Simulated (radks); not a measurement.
Problem. All-electron atom: Ce3+ in [Xe] 4f1 (the NIST ground configuration). Calculated with a radial shooting solver on a logarithmic mesh with Libxc functionals: Dirac Kohn-Sham, Wu-Cohen GGA, spin-unpolarised, spherical densities, point nucleus; open shells are shared between the two j in proportion to 2j + 1. Some entries of the table are withheld. Estimate them.

| orbital | occ. | eigenvalue (hartree) | r(max) (bohr) |
|---|---|---|---|
| 1s1/2 | 2 | -1479.349 | 0.01574 |
| 2s1/2 | 2 | -237.4952 | (1) |
| 2p1/2 | 2 | -224.3064 | 0.06797 |
| 2p3/2 | 4 | -207.8920 | 0.07323 |
| 3s1/2 | 2 | -51.81561 | 0.2549 |
| 3p1/2 | 2 | -46.22703 | 0.2416 |
| 3p3/2 | 4 | -43.00205 | 0.2530 |
| 3d3/2 | 4 | -33.21960 | 0.2033 |
| 3d5/2 | 6 | -32.52702 | 0.2065 |
| 4s1/2 | 2 | -11.16849 | 0.5933 |
| 4p1/2 | 2 | (2) | 0.6026 |
| 4p3/2 | 4 | (3) | 0.6270 |
| 4d3/2 | 4 | (4) | 0.6478 |
| 4d5/2 | 6 | (5) | 0.6558 |
| 5s1/2 | 2 | -2.33971 | 1.368 |
| 5p1/2 | 2 | (6) | 1.489 |
| 5p3/2 | 4 | (7) | 1.554 |
| 4f5/2 | 0.428571 | -1.06153 | 0.7041 |
| 4f7/2 | 0.571429 | -1.04892 | 0.7087 |

Solution. 
(1) 2s1/2 r(max) (bohr): 0.08923
(2) 4p1/2 eigenvalue (hartree): -9.09285
(3) 4p3/2 eigenvalue (hartree): -8.39858
(4) 4d3/2 eigenvalue (hartree): -4.98937
(5) 4d5/2 eigenvalue (hartree): -4.86775
(6) 5p1/2 eigenvalue (hartree): -1.76233
(7) 5p3/2 eigenvalue (hartree): -1.65552
